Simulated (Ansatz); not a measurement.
Computed with Ansatz on PBE0-D4/def2-TZVP structures; ΔE is electronic, products minus reactants. CCSD(T)/CBS is the MP2 limit (def2-TZVPP, def2-QZVPP) plus CCSD(T) − MP2 in def2-TZVPP, frozen cores. DFT in def2-TZVPP. For Ge outer-core shells are correlated without core-valence functions, which leaves a few kJ/mol of doubt a bond. Scalar relativity is left out up to krypton. Each species was taken in one conformer, which may not be the lowest.

Reaction (substitution at a C–S bond): `CCSc1ccccc1` + `C[SiH2][NH][GeH3]` → `C[SiH2][N]([GeH3])c1ccccc1` + `CCS`

`CCSc1ccccc1`:

```xyz
19

C    -1.495    2.327   -0.306
C    -1.292    1.822    1.108
S     0.395    1.310    1.481
C     0.627   -0.141    0.518
C    -0.406   -0.907   -0.014
C    -0.120   -2.062   -0.728
C     1.189   -2.473   -0.914
C     2.221   -1.713   -0.380
C     1.946   -0.553    0.322
H    -1.268    1.554   -1.042
H    -0.844    3.180   -0.507
H    -2.532    2.641   -0.454
H    -1.477    2.616    1.836
H    -1.982    1.012    1.358
H    -1.439   -0.616    0.128
H    -0.937   -2.645   -1.138
H     1.406   -3.377   -1.472
H     3.251   -2.019   -0.520
H     2.756    0.045    0.723
```

`C[SiH2][NH][GeH3]`:

Z-matrix (Å, degrees):
```
C
Si 1 1.866
H 1 1.093 2 110.6
H 1 1.092 2 111.0 3 120.5
H 1 1.094 2 110.9 3 -119.3
N 2 1.722 1 111.7 3 180.0
H 2 1.495 1 107.8 3 55.6
H 2 1.489 1 111.1 3 -62.1
Ge 6 1.837 2 127.3 1 139.4
H 6 1.010 2 117.1 1 -56.5
H 9 1.539 6 108.1 2 -151.8
H 9 1.543 6 112.0 2 88.4
H 9 1.534 6 107.1 2 -31.9
```

`C[SiH2][N]([GeH3])c1ccccc1`:

Z-matrix (Å, degrees):
```
C
Si 1 1.864
H 1 1.092 2 111.4
H 1 1.092 2 110.6 3 -120.3
H 1 1.093 2 110.1 3 120.0
N 2 1.742 1 111.9 3 60.0
H 2 1.486 1 110.7 3 177.0
H 2 1.492 1 109.2 3 -64.6
C 6 1.402 2 120.5 1 -52.8
Ge 6 1.857 2 121.1 1 125.5
C 9 1.399 6 120.7 2 -29.3
C 9 1.397 6 121.5 2 150.5
H 10 1.536 6 107.7 2 140.3
H 10 1.542 6 111.1 2 -99.8
H 10 1.532 6 106.8 2 20.0
C 11 1.384 9 121.0 6 179.3
H 11 1.085 9 119.6 6 -2.3
C 12 1.385 9 121.0 6 -179.9
H 12 1.085 9 119.9 6 -1.3
C 16 1.387 11 120.7 9 0.6
H 16 1.084 11 119.2 9 179.9
H 18 1.084 12 119.2 9 -180.0
H 20 1.083 16 120.6 11 179.6
```

`CCS`:

```xyz
9

C    -0.561   -0.548    0.560
C     0.459   -0.152   -0.487
S     1.179    1.492   -0.235
H    -0.130   -0.504    1.561
H    -0.921   -1.565    0.380
H    -1.425    0.121    0.538
H     1.320   -0.824   -0.464
H     0.041   -0.207   -1.494
H     0.037    2.187   -0.359
```

```tsv
level	ΔE (kJ/mol)	difference from CCSD(T)/CBS
LDA (SPW92)	4.5	-6.9
r2SCAN-D4	13.2	1.8
r2SCAN0-D4	12.0	0.6
B2PLYP	16.4	5.0
PBE0	15.8	4.4
RPA@PBE/def2-TZVPP	4.2	-7.2
MP2/def2-SVP	-1.1	-12.5
MP2/def2-TZVPP	12.2	0.8
SCS-MP2/def2-TZVPP	12.5	1.1
HF/def2-QZVPP	19.2	7.8
CCSD(T)/CBS	11.4	0
```

Largest T1 diagnostic among the species: 0.011.

In def2-TZVPP, CCSD(T) changes the Hartree–Fock value by −10.6 kJ/mol (the triples alone add −0.7 kJ/mol) and MP2 by −6.6 kJ/mol. The D4 term adds −10.1 kJ/mol with B3LYP and −6.2 kJ/mol with PBE0; it sums over pairs of atoms, weighted by their polarisabilities, and B3LYP, whose exchange is more repulsive, gets the larger term. Leaving LDA and LC-ωPBE aside and taking each functional with its dispersion term where it has one, the values, not all of them listed here, spread over 8.0 kJ/mol, from BHLYP-D4 to B2PLYP. LDA lies −12.7 kJ/mol from PBE without D4.

B3LYP here is the variant with VWN-RPA as its local correlation; programs differ in this.
